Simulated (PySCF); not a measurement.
CH3FOZn. Atoms are numbered in the order given.

```xyz
7

Zn     0.0606     0.4347     0.0000
F     -0.2349     2.1489     0.0000
O      0.5290    -1.2705     0.0000
C     -0.3563    -2.3566     0.0000
H     -1.0145    -2.3912    -0.8931
H      0.2308    -3.2938     0.0000
H     -1.0145    -2.3912     0.8931
```

Geometry optimised at B3LYP-D3(BJ)/def2-SVP. The values are those of a single conformer.

These are ωB97X/def2-TZVPD (PySCF) values and carry that method's errors.

Mulliken values depend strongly on the basis, most of all with diffuse functions as here. Atomic charges (e):

| atom | meta-Löwdin | Mulliken |
|---|---|---|
| Zn1 | 1.44 | 0.72 |
| F2 | -0.76 | -0.57 |
| O3 | -0.85 | -0.38 |
| C4 | -0.10 | -0.42 |
| H5 | 0.09 | 0.22 |
| H6 | 0.11 | 0.22 |
| H7 | 0.09 | 0.22 |
